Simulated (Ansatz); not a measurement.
CH4BClS (SMILES CSBCl): the electronic atomisation energy, rung by rung

CH4BClS has 8 atoms, charge 0, and is taken as a singlet. SMILES: `CSBCl`. Geometry: relaxed at PBE0-D4/def2-TZVP. This is one conformer, not always the lowest.

Quantity: the electronic atomisation energy, in eV. The values are calculated. Electronic energies at fixed atoms, without zero-point motion or spin-orbit coupling.

```
         level                    kind  program  value (eV)  CPU time (all runs)
    HF/cc-pVDZ            Hartree–Fock   Ansatz       21.85                3.3 s
 SVWN5/cc-pVDZ                     LDA   Ansatz       33.30                6.9 s
  BLYP/cc-pVDZ                     GGA   Ansatz       28.52                 11 s
r2SCAN/cc-pVDZ                meta-GGA   Ansatz       29.42                 27 s
 B3LYP/cc-pVDZ           global hybrid   Ansatz       28.75                 11 s
 BHLYP/cc-pVDZ           global hybrid   Ansatz       28.13                 12 s
  PBE0/cc-pVDZ           global hybrid   Ansatz       29.28                 11 s
 wB97X/cc-pVDZ  range-separated hybrid   Ansatz       29.12                 40 s
   MP2/cc-pVDZ     perturbation theory   Ansatz       27.72                  4 s
  CCSD/cc-pVDZ   coupled cluster or CI   Ansatz       26.90                 15 s
```

Correlated wave functions underbind in double-zeta sets. The values span 21.85 to 33.30 eV. In so small a basis fixed costs decide the times, and correlated methods can beat functionals. CPU times are rough (shared hosts, several kinds of processor and program).
